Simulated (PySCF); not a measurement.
## IF₄⁻, singlet: molecular constants

Computed with PBE0 in PySCF with I def2-SVPD with ECP28, F def2-SVPD; scalar-relativistic core potentials, no spin–orbit coupling; density-fitted integrals.

The structure is a minimum.

Coordinates in bohr (charge -1 multiplicity 1):
```
I     0.0000    0.0000    0.0000
F     3.8775   -0.0001    0.0000
F    -3.8775    0.0001    0.0000
F     0.0001    3.8775    0.0000
F    -0.0001   -3.8775    0.0000
```

```json
{
  "Point group": "D4h",
  "Bond lengths": "I–F 2.052 Å (×4)",
  "Bond angles": "F–I–F 90.0° (×4), F–I–F 180.0° (×2)",
  "Dipole moment about the centre of mass": "0.00 D",
  "Entropy at 298.15 K and 1 bar": "334.4 J/(mol K)",
  "Zero-point energy": "17.0 kJ/mol",
  "Lowest empty level": "2.94 eV",
  "Heat capacity Cp at 298.15 K": "93.5 J/(mol K)",
  "Enthalpy at 298.15 K above 0 K": "20.22 kJ/mol",
  "Principal polarisabilities": "38.4, 61.9, 61.9 bohr³",
  "Principal quadrupole moments (Buckingham, traceless) about the centre of mass": "-8.26, -8.26, 16.52 D Å",
  "Rotational symmetry number": "8",
  "Rotational constants": "0.1054, 0.1054, 0.05269 cm⁻¹",
  "Highest occupied level": "-3.13 eV"
}
```

Harmonic modes (masses in u: I 126.904, F 18.998):
| symmetry | ω (cm⁻¹) | IR (km/mol, summed over degenerate members) |
| --- | --- | --- |
| eu | 139 | 0.6 |
| b2u | 155 | 0.0 |
| b2g | 193 | 0.0 |
| a2u | 270 | 38.3 |
| b1g | 457 | 0.0 |
| eu | 490 | 724 |
| a1g | 514 | 0.0 |

In D4h the vibrations span 2eu + b2u + b2g + a2u + b1g + a1g. The a1g, b1g, b2g, b2u modes carry no infrared intensity, as symmetry demands. With a centre of inversion only u modes can be infrared active and only g modes Raman active.

Charges (e); Mulliken and Löwdin values are unreliable with diffuse functions:
| atom | Mulliken | Löwdin | polar tensor | Mayer order to I1 |
| --- | --- | --- | --- | --- |
| I1 | 1.72 | 1.97 | 2.26 | – |
| F2,3,4,5 | -0.68 | -0.74 | -0.82 | 0.43 |

Mulliken populations on I1 (electrons outside its core potential): s 3.96, p 8.99, d 10.33.

Outer orbital energies (eV). occupied: -6.38, -6.38, -6.17, -6.17, -6.15, -5.75, -4.54, -3.13; empty: 2.94, 2.94, 4.49, 4.54.

Counting electrons, iodine keeps 4 of its valence electrons outside its bonds, so the VSEPR class is AX4E2 and the expected shape is square planar (D4h), as computed.

This need not be the most stable arrangement of these atoms. The lowest empty level of this anion is unbound, so it and the gap depend on the basis.

The final relaxation and frequency run took roughly 80 core-seconds on a shared host.
